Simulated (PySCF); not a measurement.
# Reading the logs of faulty runs: BH3OSi

Calculated results; nothing here was measured. The program is PySCF 2.14.0, an open-source quantum chemistry code, run on an isolated molecule that a program drew, which may never have been made. The molecule is BH3OSi (charge 0, singlet), drawn as the SMILES string `OB[SiH]`.

Each row is a Hartree-Fock (HF) and frozen-core CCSD(T) single point in the cc-pV(D+d)Z basis, meant for a local HF minimum. Run 1 is clean. Each other run has one planted mistake out of seven kinds, and not every kind appears here: one electron removed, one electron added, multiplicity raised by two, geometry at a saddle point, minimal basis STO-3G, one bond length entered in bohr, all coordinates scaled. The reference is restricted for singlets and unrestricted otherwise, and also for a bond in bohr. Adding or removing an electron swaps singlet and doublet. Electrons count all cores. HOMO and LUMO are orbital energies over both spins, the gradient is its largest component, and the lowest frequency (negative if imaginary) is given only where the gradient is small. Bond lengths are over the 5 bonds as drawn. T1 is the CCSD diagnostic: over 0.02 (restricted) or 0.045 (unrestricted) a single reference is doubtful.

Geometry of the clean run:
```xyz
6
BH3OSi, angstrom
O    -0.8247    0.7110    2.5397
B    -0.8989    0.3261    1.2430
Si   -1.1689    1.7222   -0.2408
H    -0.7089   -0.0026    3.1499
H    -0.8376   -0.8538    0.9683
H     0.3203    1.8094   -0.5305
```

```
run  electrons  basis functions  <S^2>  HOMO (eV)  LUMO (eV)  gradient (hartree/bohr)  lowest frequency (cm^-1)  mean bond (Å)  longest bond (Å)      T1  HF (hartree)  CCSD(T) (hartree)                     mistake
  1         30               66  0.000      -8.41       0.62                  1.4e-05                       208         1.4177             2.055  0.0169    -390.20101         -390.60079                    no fault
  2         30               66  2.016      -7.90       0.46                  2.6e-02                         -         1.4177             2.055  0.0212    -390.18548         -390.56588  multiplicity raised by two
  3         31               66  0.768      -0.78       8.08                  2.7e-02                         -         1.4177             2.055  0.0189    -390.20300         -390.61260          one electron added
  4         30               22  0.000      -5.47       6.25                  4.6e-02                         -         1.4177             2.055  0.0195    -385.51156         -385.65927                           ?
```

**Which mistake was planted in run 4, and what did it cost?**

It has 22 basis functions where the clean run has 66, with the same electrons and geometry. So the mistake is: minimal basis STO-3G. Subtracting run 1 and multiplying by 627.51 kcal/mol a hartree, the energy moved by 2942.7 kcal/mol in HF and 3100.9 kcal/mol in CCSD(T).

